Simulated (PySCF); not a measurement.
**Computed structure and properties of [La(H2O)2]3+**

System: [La(H2O)2]3+ (singlet); start: displaced along the imaginary mode (C1). Method: PySCF 2.14.0, RKS PBE0, La def2-SVP with ECP46, O def2-SVP, H def2-SVP; non-relativistic Hamiltonian with scalar-relativistic core potentials where named; density fitting; no spin-orbit coupling.

Input of the relaxation:

```python
mol = gto.M(atom='''
La     0.04945     0.00381    -0.00000
O     -0.18397    -0.01432     2.41221
H      0.30003     0.53386     3.08237
H     -0.78717    -0.55334     2.98568
O     -0.18394    -0.01400    -2.41221
H      0.29864    -0.57145    -3.07546
H     -0.78856     0.51575    -2.99258''',
    basis={'La': 'def2-SVP', 'O': 'def2-SVP', 'H': 'def2-SVP'},
    ecp={'La': 'def2-SVP'},
    charge=3, spin=0)
mf = dft.RKS(mol, xc='PBE0')
mf.grids.atom_grid = (50, 194)  # f atoms: unpruned, at least (60, 302)
mf = mf.density_fit()  # fitting sets: La def2-universal-JKFIT, O def2-universal-JKFIT, H def2-universal-JKFIT
mf.conv_tol = 1e-08; mf.max_cycle = 55
mf.kernel(dm0)  # dm0: converged density of the start geometry
# quasi-Newton relaxation in Cartesian coordinates to a largest gradient under 0.00045 Eh/bohr, steps kept in the point group
```

Run from Python with OMP_NUM_THREADS=2; the lines above give its settings. Where DIIS fails, smearing, a level shift and second-order steps follow.
It took 98 s on 2 threads of Arm Neoverse V2, with other jobs on the host, from the converged density of the start.

Course of the relaxation:

```tsv
step	energy above end (eV)	largest force component within the symmetry (eV/Å)
0	0.2220	0.108
1	0.2194	0.076
2	0.2163	0.193
3	0.2120	0.160
4	0.2061	0.190
5	0.1975	0.234
6	0.1846	0.254
7	0.1681	0.464
41	0.0003	0.036
42	0.0002	0.029
43	0.0001	0.028
44	0.0001	0.027
45	0.0000	0.044
46	0.0000	0.015
```
(The steps between are left out.)

Relaxed geometry (C1):

```xyz
7

La    1.0997    0.1497   -0.0065
O    -0.1830    0.0607    1.9856
H     0.1418    0.1379    2.9177
H    -1.1565   -0.0687    2.1051
O    -0.1848   -0.0889   -1.9836
H     0.1356   -0.3652   -2.8789
H    -1.1482    0.0749   -2.1394
```

```json
{"contact": "La1–O2 (H2O)", "Å": "2.371"}
{"contact": "La1–O5 (H2O)", "Å": "2.370"}
```

On the finer grid (75, 302):

- HOMO: -25.73 eV
- LUMO: -18.03 eV
- Dipole about the centre of mass: 2.33 D
- Set of Mulliken populations of La1 outside the core potential: s 2.07, p 6.07, d 0.51, f 0.08
- D3(BJ) dispersion energy (not in the energies): -0.102 eV

```tsv
atom	Mulliken (e)	Löwdin (e)	spin (e)
La1	2.27	2.05	0.00
O2	-0.31	0.05	0.00
H3	0.34	0.21	0.00
H4	0.33	0.21	0.00
O5	-0.31	0.05	0.00
H6	0.34	0.21	0.00
H7	0.33	0.21	0.00
```

On the grid (50, 194), as all that follows. Harmonic modes: a minimum within the noise of the softest modes; lowest 33 cm⁻¹ (negative: unstable), highest 3584 cm⁻¹, zero-point energy 1.318 eV.

Taking off one H2O (charge 0, singlet; the rest: singlet) in vacuum, both parts rigid, costs 3.86 eV; the small basis without counterpoise inflates it. Parting with an electron moved from the ligand to the metal can be far cheaper, even downhill.

Rigid scan of H2O along the line from its metal:

distance to O2 (Å), energy (eV) and a bar:
```
     2.07      0.708 ##############################
     2.17      0.270 ###########
     2.27      0.058 ##
     2.37      0.000 
     2.47      0.044 ##
     2.57      0.153 ######
     2.77      0.473 ####################
```

One start shape was tried, so this needn't be the lowest isomer.
